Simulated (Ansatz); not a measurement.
InI3: single points at one geometry.

```yaml
crystal:
  periodic: [false, false, false]
  atoms:
    - {symbol: In, position_ang: [0.000001, 0.000090, 0.000095]}
    - {symbol: I, position_ang: [2.656429, -0.027312, 0.012777]}
    - {symbol: I, position_ang: [-1.304644, 2.314211, -0.017168]}
    - {symbol: I, position_ang: [-1.351785, -2.286989, 0.004296]}
basis:
  gaussian: {orbitals: def2-TZVP, initial_orbitals: start.molden}
hamiltonian: {xc: hse06, dispersion: d4}
scf: {omitted_lower_state_checks: [starts]}
output: {orbitals: {seedname: orbitals}}
```

The file start.molden holds the orbitals of an earlier run on this structure, at another level or in another basis.

```sh
$ ansatz run in.yaml --threads 2 --pin off --events-out ev --progress --plain --max-ram 22528MiB --backend cpu
```

It prints (some lines left out):

```
Functional definition: HSE06
  name "HSE06"
  cite "Heyd, Scuseria & Ernzerhof, J. Chem. Phys. 118, 8207 (2003) doi:10.1063/1.1564060"
  cite "Krukau, Vydrov, Izmaylov & Scuseria, J. Chem. Phys. 125, 224106 (2006) doi:10.1063/1.2404663"
  cite "Heyd & Scuseria, J. Chem. Phys. 120, 7274 (2004) doi:10.1063/1.1668634"
  cite "Ernzerhof & Perdew, J. Chem. Phys. 109, 3313 (1998) doi:10.1063/1.476928"
  cite "Perdew, Burke & Ernzerhof, Phys. Rev. Lett. 77, 3865 (1996) doi:10.1103/PhysRevLett.77.3865"
  parent pbe
  parameter a = 0.25
  parameter omega = 0.11/bohr
  # The whole range is PBE's own exchange, as in plane waves. The composition of these papers is wPBEh.
  exchange = pbe_x - a*pbe_x_sr(omega) + a*exact_x_sr(omega)
  correlation = pbe_c
these checks for a lower state are left out or cut short: starts
1735 factors; their error is unknown
87 factors; integrals over basis functions are off by at most 7.7e-7 eV
mean field evaluation 1: about -29481.8936 eV, gradient 1.3e0 eV
mean field evaluation 2: about -29481.8946 eV, gradient 1.5e-3 eV
mean field evaluation 4: about -29482.7629 eV, gradient 9.5e-4 eV
mean field -29482.76290024 eV, -1083.4715524492 hartree, gradient 1.0e-5 eV, S^2 0.000000; 0 other end points of the search recorded, 0 dependent functions left out
reference -29482.76293756 eV, -1083.4715538208 hartree; 48, 48 occupied and 152, 152 virtual orbitals, 1735 factors
Total energy: -29482.94393161 eV, -1083.4782052296 hartree
Checks for a lower state left out: starts
```

Hardware: 2 threads of AMD EPYC 7R13 on a shared host. Wall time 5.5 s, peak host memory 0.84 GiB.

As the first input, with `gaussian: {orbitals: STO-3G}`, `hamiltonian: {xc: hf}` (abridged; 2.7 s):

```
Functional definition: HF
mean field -713896.60921607 eV, -26235.2164921892 hartree, gradient 1.3e-5 eV, S^2 0.000000
Total energy: -713896.60921607 eV, -26235.2164921892 hartree
Checks for a lower state left out: starts
```

The first input with `hamiltonian: {xc: {name: B2PLYP}}` and without the key `output` (abridged; 11 s):

```
Functional definition: B2PLYP
mean field -29447.44729432 eV, -1082.1737278695 hartree, gradient 1.1e-6 eV, S^2 0.000000
16 core orbitals not correlated: weight in the atoms' cores, before any rotation towards them, 1.000 or more for the frozen orbitals, at most 0.000 for the correlated occupied ones
second order -55.15886383 eV of doubles, -0.00000000 eV of singles
Total energy: -29462.34034329 eV, -1082.7210373245 hartree
Checks for a lower state left out: starts
```

The first input with `hamiltonian: {xc: {name: r2SCANh}, dispersion: d4}`, `output: {forces: true, orbitals: {seedname: orbitals}}` (abridged; 10 s):

```
Functional definition: r2SCANh
mean field -29492.05089179 eV, -1083.8128798433 hartree, gradient 1.9e-5 eV, S^2 0.000000
Total energy: -29492.10265149 eV, -1083.8147819771 hartree
Atom 0 force    -0.000496    -0.000795    -0.000198 eV/Å
Atom 1 force    -0.195733     0.002107    -0.000878 eV/Å
Atom 2 force     0.096227    -0.170546     0.001330 eV/Å
Atom 3 force     0.100002     0.169234    -0.000254 eV/Å
Dipole moment:     0.000045     0.000153     0.000055 e Å
Checks for a lower state left out: starts
```

As the first input, with `hamiltonian: {xc: pbe0, dispersion: d4}` (abridged; 6 s):

```
Functional definition: PBE0
mean field -29482.90854423 eV, -1083.4769047674 hartree, gradient 1.0e-5 eV, S^2 0.000000
Total energy: -29483.09162473 eV, -1083.4836328514 hartree
Checks for a lower state left out: starts
```

The first input with `hamiltonian: {xc: lda}` (abridged; 1.6 s):

```
Functional definition: SPW92
mean field -29439.39538155 eV, -1081.8778255330 hartree, gradient 2.9e-5 eV, S^2 0.000000
Total energy: -29439.39541693 eV, -1081.8778268331 hartree
Checks for a lower state left out: starts
```

The first input with `hamiltonian: {xc: {name: revPBE}, dispersion: d4}` (abridged; 2.9 s):

```
Functional definition: revPBE
mean field -29486.32528977 eV, -1083.6024678498 hartree, gradient 2.6e-5 eV, S^2 0.000000
Total energy: -29486.65317440 eV, -1083.6145173876 hartree
Checks for a lower state left out: starts
```

Geometry: PBE0-D4/def2-SVP.

In the def2 sets I, In take a core potential, while STO-3G treats all electrons; there is no spin–orbit coupling. HSE06 is defined as in plane-wave codes, on full-range PBE exchange. Correlated methods freeze 16 core orbitals; core or outer-core shells of In, I are correlated, in sets that lack core-valence functions.
